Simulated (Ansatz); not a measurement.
```yaml
crystal:
  periodic: [false, false, false]
  atoms:
    - {symbol: W, position_ang: [0.975792, 1.385813, 1.869103]}
    - {symbol: W, position_ang: [-0.505470, -0.510700, 1.936045]}
    - {symbol: W, position_ang: [-1.142672, 1.512563, 0.660665]}
    - {symbol: W, position_ang: [1.146580, 1.220897, -0.609707]}
    - {symbol: Si, position_ang: [-2.169897, -0.877121, 0.045821]}
    - {symbol: Si, position_ang: [1.775720, -0.808607, 0.832384]}
    - {symbol: Si, position_ang: [-1.037069, 0.386402, -1.695326]}
    - {symbol: Si, position_ang: [0.959493, -0.547274, -2.446011]}
    - {symbol: Si, position_ang: [-0.002467, -1.761973, -0.592974]}
basis:
  gaussian: {orbitals: def2-TZVP, initial_orbitals: start.molden}
magnetization: {spin_polarized: true, initial_magnetization: 4}
hamiltonian: {xc: {name: wB97M-V}}
scf: {omitted_lower_state_checks: [starts]}
output: {orbitals: {seedname: orbitals}}
```

The file start.molden holds the orbitals of an earlier run on this structure, at another level or in another basis.

```sh
$ ansatz run in.yaml --threads 4 --pin off --events-out ev --progress --plain --max-ram 6963MiB
```

Q: Does this run fit into the memory that it is given?

A: No. It has 345 basis functions, and Ansatz plans for 9 GiB where 7 GiB are given.
